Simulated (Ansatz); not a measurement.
A structure relaxed at PBE0-D4/def2-TZVP, charge 0, multiplicity 1:

```csv
atom,x (Å),y (Å),z (Å)
C1,0.3493,0.7107,1.4217
O2,0.0860,-0.0285,0.2680
Ti3,-0.2869,-0.7779,-1.2432
F4,-1.5915,-1.9251,-1.0181
F5,1.1332,-1.6053,-1.8490
Br6,-0.9443,0.9101,-2.7503
H7,1.3929,0.5736,1.7146
H8,-0.3028,0.3725,2.2305
H9,0.1641,1.7699,1.2258
```

(1) Give its formula and SMILES.

(2) Point group (tolerance 0.08 Å, 0.16 Å for H)?

(3) Summarise the bond lengths by kind.

Answers

(1) CH3BrF2OTi, `C[O][Ti]([F])([F])[Br]`.

(2) Cs.

(3) 1 × C–O 1.395 Å; 3 × C–H 1.093 Å; 1 × O–Ti 1.728 Å; 2 × F–Ti 1.752 Å; 1 × Br–Ti 2.357 Å.

Results of the Gaussian-basis code of Ansatz.
